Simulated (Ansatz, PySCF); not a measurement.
Pair of molecules: CH2O (SMILES C=O) (first 4 atoms) with CH5N (SMILES CN); geometry from B3LYP-D3(BJ)/def2-TZVP, rigid monomers moved along the line of their centres of mass till C1···N6 is 2.42 Å.
(charge 0, multiplicity 1):
```xyz
11

C      0.0863     0.2910     0.7428
O     -0.3281    -0.8312     0.6077
H      1.1456     0.5068     0.9673
H     -0.5563     1.1783     0.6011
C      0.2387    -0.5539     3.6142
N     -0.2540     0.7238     3.0957
H      1.3287    -0.5276     3.6495
H     -0.0477    -1.3498     2.9262
H     -0.1296    -0.8090     4.6147
H      0.0635     1.4983     3.6660
H     -1.2669     0.7445     3.0969
```

Interaction energies are E(AB) − E(A) − E(B) at the monomers' geometry in the complex; basis-set methods are counterpoise corrected.

Cores are frozen in the correlated methods. Rows in 6-31G* carry no dispersion term and start afresh at each structure (6-31G* with six Cartesian d functions).

Codes used: Ansatz (Gaussian orbitals); PySCF for 6-31G* rows, the dispersion terms. Values without a source in brackets are computed.

What is the computed interaction energy (HF/6-31G*)?

2.0 kcal/mol

Estimate the interaction energy that r2SCAN-D4/def2-TZVPPD returns for this input.

-5.1 kcal/mol

What is the computed interaction energy (CCSD(T)/aug-cc-pVDZ)?

-1.0 kcal/mol

Ansatz is a first-principles code.
